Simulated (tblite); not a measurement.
C2H10NPSi2.
Cartesian coordinates in Å at the GFN2-xTB level; atoms count from 1:
```
atom  x, y, z in Å
C1    -2.873    1.529    0.200
C2    -2.345    0.606   -0.589
Si3   -1.225   -0.787    0.005
N4     0.377   -0.119    0.080
Si5    1.846   -0.935    0.464
P6     3.422    0.654    0.356
H7    -2.701    1.529    1.264
H8    -3.502    2.325   -0.171
H9    -2.562    0.657   -1.649
H10   -1.201   -1.893   -0.956
H11   -1.629   -1.271    1.330
H12    0.427    0.888    0.054
H13    2.025   -2.037   -0.488
H14    1.841   -1.485    1.826
H15    4.467   -0.204    0.635
H16    3.626    0.551   -1.007
```

Calculated harmonic vibrations of the isolated species, GFN2-xTB (tblite), most abundant isotopes, no scaling. This tight-binding method is rough: wavenumbers can miss measured ones by several per cent, in bad cases by 10 to 20. Modes of hydrogen on phosphorus and silicon can be 10 to 20 % off. One conformer, not necessarily the lowest. The optimisation stopped once no atom felt more than 0.01 eV/Å.

Lowest wavenumbers of the output (negative numbers stand for imaginary wavenumbers):
```
mode    cm-1
  1     -42.6
  2      25.0
  3      61.3
  4      76.7
  5      93.2
  6     158.6
  7     194.1
  8     266.7
  9     285.2
 10     437.0
 11     480.7
 12     491.7
 13     515.8
 14     543.5
 15     604.9
```

**Question.** Is this structure a minimum?

**Answer.** Not by this Hessian. 1 mode is imaginary beyond 20i (43i cm⁻¹), so at this level the point lies at or near a first-order saddle. The curvature is small, so loose convergence or finite differences may be the whole cause.

**Question.** Which atoms move in the imaginary mode?

**Answer.** 43i: C1 (terminal =CH2 carbon) 41 %, H7 (vinylic hydrogen) 21 %, H9 (vinylic hydrogen) 13 %. These are shares of the mass-weighted motion.

**Question.** What is the remedy?

**Answer.** Step along that mode in both directions, optimise again with tighter thresholds and repeat the frequencies. The zero-point energy of this point (67.1 kcal/mol) counts the 41 real modes alone, and thermal corrections from it aren't those of a minimum.

Run on Arm Neoverse V1, one thread (shared host). This covers the Hessian and the dipole derivatives.
